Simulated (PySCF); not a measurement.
These are PySCF with B3LYP-D3(BJ)/def2-TZVP // r2SCAN-D4/def2-SVP values and carry that method's errors. Gas-phase values, no solvent. One relaxed conformer stands for a flexible species; it need not be the lowest. B3LYP has the VWN-RPA correlation part, as in Gaussian. 

Reference species: [Ag(NH3)(F)] (neutral, multiplicity 1).

The LUMO is -1.38 eV and the coordination number comes out as 2.

Changed species: [Ag(NH3)(OH)] (L = NH3, X = OH; the reference has L = NH3, X = F).

### Question
Give the shifts of the LUMO and coordination number.

### Answer
the LUMO rises by 0.23 eV, to -1.15 eV; the coordination number stays essentially unchanged.
